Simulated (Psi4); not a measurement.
HFSi, charge +1, doublet, geometry from GFN2-xTB (a state made from the parent by changing its charge; the spin is typed, not shown lowest).

The Psi4 input:
```
memory 2 GB

molecule mol {
1 2
Si   -0.270919   -0.356726    0.337084
H    -1.036664   -1.365046   -0.396130
F     0.536614    0.706579   -0.480339
}

set {
  basis def2-svpd
  reference uhf
}

energy('scf')
print_variables()
```

**Question.** What does this run give for the <S^2>, number of basis functions, total energy, nuclear repulsion energy?

**Answer.** 
```
Quantity                         Result
-------------------------  ------------
<S^2>                             0.761
number of basis functions            55
total energy               -388.4693 Eh
nuclear repulsion energy     49.4835 Eh
```

These values belong to the state on which the SCF converged, which isn't shown to be the lowest.
